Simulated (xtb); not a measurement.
xtb was given this input:
```
$ xtb mol.xyz --gfn 1 --chrg -1 --uhf 1 --grad --json

# file mol.xyz
9

Cl     2.22041104    -0.82455864    -1.75637947
Si     1.70166371     0.64662268    -0.15723942
Cl     2.14624419    -0.59876932     1.42168049
Cl     1.27138841     2.44754238     1.08927576
O      0.05184612     0.41925439    -0.44469902
Si    -1.34614187    -0.24917263    -0.17374730
Cl    -2.63108543     0.59108060    -1.48908314
Cl    -2.01087974     0.10192726     1.69759586
Cl    -1.31325931    -2.24183026    -0.48124211
```

### Question
What does this run give for the partial charges in atom order, total energy?

### Answer

partial charges in atom order: Cl1 -0.40, Si2 0.41, Cl3 -0.25, Cl4 -0.40, O5 -0.36, Si6 0.49, Cl7 -0.19, Cl8 -0.16, Cl9 -0.16
total energy: -34.6366 Eh
